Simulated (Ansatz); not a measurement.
Cost and result for the atomization energy of C$_{2}$H$_{4}$Se, SMILES `CC=[Se]` (7 atoms, 6 bonds).

Z-matrix (Å, degrees):
```
C
C 1 1.478
H 1 1.097 2 109.8
H 1 1.097 2 109.8 3 115.9
H 1 1.089 2 112.1 3 -122.0
Se 2 1.752 1 126.4 3 122.0
H 2 1.090 1 115.4 3 -58.0
```

The species carries charge 0 and has multiplicity 1. Correlated methods include outer-core shells of Se, which these sets cover unevenly. Scalar relativity is left out up to krypton. All single points use the PBE0-D4/def2-TZVP geometry. Program: Ansatz. All runs use 2 threads of an AMD EPYC on a shared host. Times are those of one run each, without the atoms' runs, and a repeat can differ threefold. Electronic energies, without spin–orbit coupling; frozen cores. CCSD(T)/CBS adds CCSD(T) − MP2 in def2-TZVPP to the MP2 limit, and its time is that of the two runs behind it. T1 = 0.016; the RHF reference is unstable towards UHF. With those shells the extrapolation isn't a true limit. B3LYP takes the VWN-RPA correlation (the form of Gaussian; ORCA's B3LYP/G).

CCSD(T)/CBS is a level of theory with its own doubt, some kJ/mol a heavy atom from the limit and from the frozen cores, so smaller differences don't rank the functionals.

```json
{"level": "revPBE-D4/def2-TZVPP", "functions": "166", "wall time": "4.1 s"}
{"level": "BLYP-D4/def2-TZVPP", "functions": "166", "wall time": "4.2 s"}
{"level": "PBE-D4/def2-TZVPP (with forces)", "functions": "166", "wall time": "4.9 s"}
{"level": "B3LYP-D4/def2-TZVPP (with forces)", "functions": "166", "wall time": "8.5 s"}
{"level": "CCSD(T)/def2-SVP", "functions": "80", "wall time": "9 s"}
{"level": "r2SCAN-D4/def2-TZVPP (with forces)", "functions": "166", "wall time": "9.5 s"}
{"level": "r2SCANh-D4/def2-TZVPP", "functions": "166", "wall time": "12 s"}
{"level": "PBE-QIDH/def2-TZVPP", "functions": "166", "wall time": "13 s"}
{"level": "B2PLYP/def2-TZVPP", "functions": "166", "wall time": "14 s"}
{"level": "B97M-V/def2-TZVPP", "functions": "166", "wall time": "16 s"}
{"level": "MP2/def2-QZVPP", "functions": "323", "wall time": "46 s"}
{"level": "CCSD(T)/def2-TZVPP", "functions": "166", "wall time": "100 s"}
{"level": "CCSD(T)/CBS(def2)", "functions": "–", "wall time": "2.5 min"}
```

(1) What atomization energy does each give, and how far from CCSD(T)/CBS? (An estimate is asked.)

## Answers

(1) Ansatz gave: 
| level | atomization (kcal/mol) | difference from CCSD(T)/CBS | per bond |
| --- | --- | --- | --- |
| revPBE-D4/def2-TZVPP | 607.6 | -0.5 | -0.1 |
| BLYP-D4/def2-TZVPP | 607.7 | -0.4 | -0.1 |
| PBE-D4/def2-TZVPP (with forces) | 622.4 | 14.3 | 2.4 |
| B3LYP-D4/def2-TZVPP (with forces) | 606.9 | -1.2 | -0.2 |
| CCSD(T)/def2-SVP | 577.8 | -30.3 | -5.0 |
| r2SCAN-D4/def2-TZVPP (with forces) | 608.6 | 0.5 | 0.1 |
| r2SCANh-D4/def2-TZVPP | 604.5 | -3.6 | -0.6 |
| PBE-QIDH/def2-TZVPP | 603.6 | -4.5 | -0.7 |
| B2PLYP/def2-TZVPP | 601.3 | -6.8 | -1.1 |
| B97M-V/def2-TZVPP | 606.9 | -1.2 | -0.2 |
| MP2/def2-QZVPP | 609.0 | 0.9 | 0.2 |
| CCSD(T)/def2-TZVPP | 592.5 | -15.6 | -2.6 |
| CCSD(T)/CBS(def2) | 608.1 | 0.0 | 0.0 |

Leaving LDA and LC-ωPBE aside and taking each functional with its dispersion term where it has one, the values, not all of them listed here, spread over 35.3 kcal/mol, from BHLYP-D4 to PBE-D4. LDA lies +77.4 kcal/mol from PBE without D4, its usual overbinding. The D4 term adds +4.3 kcal/mol with B3LYP and +2.2 kcal/mol with PBE0; it sums over pairs of atoms, weighted by their polarisabilities, and B3LYP, whose exchange is more repulsive, gets the larger term. In def2-TZVPP, CCSD(T) changes the Hartree–Fock value by +157.2 kcal/mol (the triples alone add +11.1 kcal/mol) and MP2 by +164.6 kcal/mol; breaking electron pairs costs correlation energy, which Hartree–Fock lacks.
